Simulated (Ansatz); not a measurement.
CH₇FSi₂, SMILES `C[SiH](F)[SiH3]`, relaxed with RKS PBE-D4/def2-SVP in Ansatz 0.2.0 from a rough embedded geometry. The force threshold is 0.03 eV/Å; the program also tests the step.

The species carries charge 0 and has multiplicity 1.

Start:

```xyz
11

C     0.375   -0.518    1.492
Si   -0.245    0.729    0.383
F     0.692    1.993    0.529
Si   -0.213   -0.017   -1.774
H     1.396   -0.847    1.302
H    -0.224   -1.457    1.533
H     0.394   -0.162    2.570
H    -1.622    1.168    0.781
H     1.206   -0.496   -2.177
H    -0.692    0.915   -2.760
H    -1.068   -1.308   -1.878
```

| step | energy (eV) | largest force (eV/Å) | largest move (Å) |
| --- | --- | --- | --- |
| 1 | -19604.1254 | 2.087 | 0.000 |
| 2 | -19604.3876 | 1.198 | 0.068 |
| 3 | -19604.4534 | 0.264 | 0.062 |
| 4 (rejected) | -19604.4266 | 0.381 | 0.118 |
| 5 | -19604.4621 | 0.066 | 0.029 |
| 6 | -19604.4625 | 0.036 | 0.019 |
| 7 | -19604.4627 | 0.003 | 0.007 |

End:

```xyz
11

C     0.399   -0.563    1.600
Si   -0.252    0.717    0.388
F     0.706    2.060    0.465
Si   -0.206   -0.072   -1.830
H     1.427   -0.880    1.334
H    -0.253   -1.462    1.593
H     0.414   -0.156    2.631
H    -1.645    1.143    0.775
H     1.197   -0.467   -2.214
H    -0.698    0.969   -2.799
H    -1.088   -1.290   -1.944
```

It took 7 s on 4 threads of an Intel Xeon Platinum 8488C on a shared host, with 0.15 GiB of host memory at the peak.
